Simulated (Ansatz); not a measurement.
Mulliken charges of C₂H₅BrSi, SMILES `CC[Si]Br` from B3LYP/def2-TZVPP in Ansatz (PBE0-D4/def2-TZVP geometry).

| atom | x (Å) | y (Å) | z (Å) | charge (e) |
| --- | --- | --- | --- | --- |
| C1 | 0.085 | 0.945 | -0.004 | -0.227 |
| C2 | -0.334 | -0.398 | 0.566 | -0.211 |
| Si3 | 0.006 | -2.062 | -0.269 | 0.260 |
| Br4 | 1.086 | -1.429 | -2.154 | -0.241 |
| H5 | -0.360 | 1.114 | -0.986 | 0.085 |
| H6 | -0.216 | 1.769 | 0.648 | 0.089 |
| H7 | 1.168 | 0.998 | -0.134 | 0.085 |
| H8 | 0.078 | -0.548 | 1.579 | 0.080 |
| H9 | -1.424 | -0.436 | 0.738 | 0.080 |

Question: By hand: the dipole of these point charges (1 e Å = 4.8032 D).

Answer: Σ q r = (-0.267, -0.064, 0.478) e Å, of length 0.551 e Å = 2.65 D.

Question: How does the dipole of the full density compare? (Estimate.)

Answer: Ansatz gave: (-0.167, 0.189, 0.328) e Å, 1.99 D; the point charges give 1.33 times that, at 34° from its direction.

Point charges leave out the atoms' own dipoles, such as those of lone pairs, and Mulliken's split depends on the basis, so the two needn't agree.

B3LYP here is the variant with VWN-RPA as its local correlation; programs differ in this.
